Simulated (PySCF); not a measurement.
Compound: C5H15PSi.
Bonds: C1–P2, P2–C3, P2–Si4, Si4–C5, Si4–C6, Si4–C7. Hydrogens: H8, H9, H10 on C1; H11, H12, H13 on C3; H14, H15, H16 on C5; H17, H18, H19 on C6; H20, H21, H22 on C7.

The same species was optimised twice, with GFN2-xTB and with PBE0-D3(BJ)/def2-SVP (PySCF), and the same property calculations (PySCF, gas phase) were run on both structures.

```csv
coordinate,GFN2-xTB,PBE0-D3(BJ)/def2-SVP,change
Si4–C6 (Å),1.921,1.887,-0.034
Si4–C5 (Å),1.911,1.883,-0.028
Si4–C7 (Å),1.909,1.883,-0.026
C1–P2 (Å),1.854,1.862,+0.008
P2–C3 (Å),1.854,1.861,+0.007
P2–Si4 (Å),2.270,2.270,0.000
P2–Si4–C6 (°),115.8,112.4,-3.4
C1–P2–C3 (°),98.0,100.0,+2.0
C5–Si4–C6 (°),108.6,109.8,+1.2
C6–Si4–C7 (°),108.6,109.7,+1.1
C3–P2–Si4 (°),99.0,99.8,+0.8
C5–Si4–C7 (°),109.5,110.2,+0.7
P2–Si4–C7 (°),106.9,107.4,+0.5
C1–P2–Si4 (°),99.2,99.6,+0.4
C1–P2–Si4–C5 (°),-165,-171,-6
```

Rotational constants: A = 2030, B = 1247, C = 1118 MHz (GFN2-xTB) against A = 2043, B = 1264, C = 1121 MHz (PBE0-D3(BJ)/def2-SVP).

On the GFN2-xTB structure: HOMO (eV) -6.27 [PBE0/pcSseg-1]; LUMO (eV) 0.85 [PBE0/pcSseg-1]; dipole (D) 1.37 [PBE0/pcSseg-1]; GIAO shielding of C1/C3 (mean) (ppm) 177.5 [PBE0/pcSseg-1]; GIAO shielding of P2 (ppm) 466.2 [PBE0/pcSseg-1]; GIAO shielding of Si4 (ppm) 343.5 [PBE0/pcSseg-1]; GIAO shielding of C5/C6/C7 (mean) (ppm) 190.0 [PBE0/pcSseg-1].

Problem. What do these properties become on the PBE0-D3(BJ)/def2-SVP structure?

Solution. 
```csv
property,level,on GFN2-xTB,on PBE0-D3(BJ)/def2-SVP,change
HOMO (eV),PBE0/pcSseg-1,-6.27,-6.15,+0.12
LUMO (eV),PBE0/pcSseg-1,0.85,0.93,+0.08
dipole (D),PBE0/pcSseg-1,1.37,1.44,+0.07
"energy, GFN2-xTB geometry as zero (kcal/mol)",PBE0/pcSseg-1,0.0,-1.7,-1.7
GIAO shielding of C1/C3 (mean) (ppm),PBE0/pcSseg-1,177.5,176.0,-1.5
GIAO shielding of P2 (ppm),PBE0/pcSseg-1,466.2,463.2,-3.0
GIAO shielding of Si4 (ppm),PBE0/pcSseg-1,343.5,346.8,+3.3
GIAO shielding of C5/C6/C7 (mean) (ppm),PBE0/pcSseg-1,190.0,188.3,-1.7
```

The heavy atoms differ by 0.078 Å rms after alignment. Among bonds between heavy atoms Si4–C6 changes most (-0.034 Å). Changes are differences of the printed values. Neither structure is proved a minimum here.

Shape of the structure used: `[CH3:1][P:2]([CH3:3])[Si:4]([CH3:5])([CH3:6])[CH3:7]`: C1–P2–Si4–C5 -171°.
